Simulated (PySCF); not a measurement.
Computed properties of Sn(H)2(vinyl)(OMe) (C3H8OSn), SMILES C=[CH][SnH2][O]C

C₃H₈OSn, SMILES C=[CH][SnH2][O]C. The structure is a stationary point at PBE0-D3(BJ)/def2-SVP. The def2 effective core potentials stand for the cores of Sn; spin–orbit coupling is left out. One conformer was computed; it need not be the lowest. All values are computed for the isolated molecule unless a solvent is named; none is compared with measurement here.

**Structure.** All 33 harmonic modes at PBE0-D3(BJ)/def2-SVP (PySCF) are real, so it is a minimum. With heavy atoms numbered as in [SnH2:1]([CH:2]=[CH2:3])[O:4][CH3:5], the shortest bond between them is C2–C3 at 1.336 Å and the longest Sn1–C2 at 2.123 Å.

**Vibrations.** The strongest infrared lines (harmonic, unscaled, degenerate partners summed) lie at 1159 cm⁻¹ (223 km/mol, O 45 %, C 41 %, H 13 %), 648 cm⁻¹ (200 km/mol, H 90 %), 1916 cm⁻¹ (198 km/mol, H 99 %). The softest mode is at 41 cm⁻¹ and the zero-point energy is 60.7 kcal/mol.

**Electronic structure.** CAM-B3LYP/def2-TZVP (PySCF) places the frontier levels at -8.76 and 0.28 eV, a gap of 9.04 eV, and gives a dipole moment of 1.55 D and a mean polarisability of 79.1 bohr³. PBE/def2-TZVP (PySCF) at the same geometry gives -5.77 and -1.74 eV, so its gap is 5.01 eV narrower. An orbital gap is neither the optical nor the fundamental gap.

**Excitations.** TDA-PBE0/def2-SVPD (PySCF) has S1 at 5.35 eV (232 nm, f = 0.001, dark); the most intense of the 10 singlets computed lies at 6.96 eV (f = 0.09). T1 (TDA) is at 4.24 eV, 1.11 eV under S1. TDA-PBE/def2-SVPD (PySCF) puts S1 at 4.10 eV. No vertical singlet excitation falls in the visible range (under 3.1 eV).
